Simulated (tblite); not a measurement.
A tight-binding relaxation on `C=Cc1ccc(C(=O)Br)s1`.

Computed with GFN2-xTB geometry optimisation, gas phase (tblite 0.8.0). Start geometry: from a force field or distance geometry. A driver script takes a list of jobs; this job's settings line and coordinates (Å) are shown.

Command:
```bash
OMP_NUM_THREADS=1 python probes_run.py task.json out
```

Input:
```
{"job": {"kind": "relax", "xc": "GFN2-xTB", "basis": "xTB"}, "charge": 0, "multiplicity": 1}
C     -3.142000     0.022900     0.056500
C     -2.177000    -0.839700    -0.197000
C     -0.774000    -0.472900    -0.108500
C     -0.248300     0.730400     0.183600
C      1.098900     0.847100     0.210300
C      1.845400    -0.229200    -0.095100
C      3.284600    -0.335400    -0.148900
O      3.772600    -1.470300    -0.447200
Br     4.493600     1.092500     0.212500
S      0.668400    -1.572100    -0.420900
H     -2.908700     1.035200     0.317100
H     -4.171200    -0.356800    -0.023600
H     -2.426300    -1.880000    -0.445300
H     -0.900700     1.599200     0.430700
H      1.580300     1.837200     0.454000
```

Output:
```
step      E/eV     max force
  0    -785.20861    5.601
  1    -785.58719    5.663
  2    -785.80341    2.113
  3    -785.89363    1.226
  4    -785.97056    0.648
  5    -786.00760    0.617
  6    -786.03829    0.529
  7    -786.06847    0.533
  8    -786.09344    0.415
  9    -786.10850    0.299
... (15 lines left out)
 25    -786.16120    0.095
 26    -786.16235    0.095
 27    -786.16335    0.105
 28    -786.16410    0.093
 29    -786.16459    0.060
 30    -786.16490    0.045
 31    -786.16506    0.033
 32    -786.16514    0.018
 33    -786.16518    0.015
 34    -786.16519    0.009
```

«max force» is the largest atomic force in eV/Å.

From which step on does the largest force stay under 0.1 eV/Å, and how much energy is left to gain from there?

From step 28 (0.093 eV/Å), 1.1 meV above the end.

Main results: energy lowered by 22.1 kcal/mol over 34 steps; largest atomic force 0.009 eV/Å at the end.

Where do the atoms end?

0.167 Å rms from the input after alignment:
```
atom  x, y, z in Å
C1    -3.1438   -0.0858    0.0276
C2    -2.0599   -0.8293   -0.1840
C3    -0.7024   -0.3600   -0.0838
C4    -0.2315    0.8990    0.2371
C5     1.1568    0.9870    0.2368
C6     1.7726   -0.2068   -0.0853
C7     3.1510   -0.5495   -0.1972
O8     3.6595   -1.5852   -0.4765
Br9    4.3483    0.9981    0.1892
S10    0.5972   -1.4561   -0.3920
H11   -3.0859    0.9542    0.2979
H12   -4.1310   -0.5024   -0.0648
H13   -2.1626   -1.8718   -0.4541
H14   -0.8735    1.7297    0.4649
H15    1.7006    1.8868    0.4623
```
Labels such as C1 count atoms from 1, the log's own numbers from 0.
